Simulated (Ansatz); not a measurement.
input.yaml

```yaml
crystal:
  periodic: [false, false, false]
  atoms:
    - { symbol: K, position_ang: [0.1235, 0.888, -3.6172] }
    - { symbol: Si, position_ang: [0.6386, -1.5426, 0.1753] }
    - { symbol: O, position_ang: [0.0406, -0.14, 0.7228] }
    - { symbol: Si, position_ang: [-0.6646, 1.3131, 0.7648] }
    - { symbol: H, position_ang: [-0.3585, -2.573, 0.4092] }
    - { symbol: H, position_ang: [1.9336, -1.7179, 0.8048] }
    - { symbol: H, position_ang: [0.781, -1.265, -1.3208] }
    - { symbol: H, position_ang: [-1.984, 1.1564, 1.353] }
    - { symbol: H, position_ang: [-0.7666, 1.6664, -0.7276] }
    - { symbol: H, position_ang: [0.2563, 2.2146, 1.4356] }
total_charge: 1
basis:
  gaussian: { orbitals: def2-mTZVP }
hamiltonian:
  xc: pbe0
  dispersion: d4
relax:
  f_tol: 0.02
  max_steps: 40
scf:
  lower_state_search: "off"
```

Launched with:

```bash
$ ansatz run input.yaml --threads 2 --pin off --max-ram 3072MiB --backend cpu --events-out ev --progress --plain --runs-dir out
```

Hardware: 2 threads of Arm Neoverse N1 (shared host).

Roughly how long does this run take, and how much memory?

2 min, with a peak of 0.21 GiB, for 28 ionic steps.
